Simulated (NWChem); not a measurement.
# C2H6F2Si; SMILES FC([SiH2]C)F

```xyz
11

C      1.0475     1.7142     0.0000
Si    -0.6522     0.9326     0.0000
C     -0.4192    -0.9771     0.0000
F      0.2993    -1.3383     1.1008
F      0.2993    -1.3383    -1.1008
H      1.6090     1.3945    -0.8909
H      0.9876     2.8128     0.0000
H      1.6090     1.3945     0.8909
H     -1.4409     1.2909     1.2176
H     -1.4409     1.2909    -1.2176
H     -1.3510    -1.5733     0.0000
```
Atoms are numbered in this order, from 1.

Results from NWChem. Medium grid unless said otherwise, to which SCAN and Minnesota functionals are sensitive. Structure relaxed at the PBE0/def2-SVP level. Hybrids' shares of exact exchange are those that their runs print; pure functionals count as 0. The functionals differ in more than this share.

| row | share of exact exchange | highest occupied level (eV) |
|---|---|---|
| PBE/def2-SVP | 0.00 | -6.65 |
| r2SCAN/def2-SVP | 0.00 | -7.07 |
| TPSSh/def2-SVP | 0.10 | withheld |
| B3LYP/def2-SVP | 0.20 | -8.04 |
| Hartree-Fock/def2-SVP | 1.00 | -12.24 |

Problem. Fit a straight line of the last column on the one before it, predict the withheld value, and compare with the run.

Solution. 
1. Means of the 4 shown rows: x = 0.300, y = -8.500. Slope Σ(x − x̄)(y − ȳ)/Σ(x − x̄)² = -3.648/0.6800 = -5.365; intercept -6.890.
2. The shown rows scatter about the line by 0.155 (root mean square); the largest residual is +0.24, at PBE/def2-SVP.
3. At x = 0.10 (TPSSh/def2-SVP; inside the shown range) the line gives -7.43.
4. The run gives -7.49, -0.06 from the line, 0.4 times the scatter.
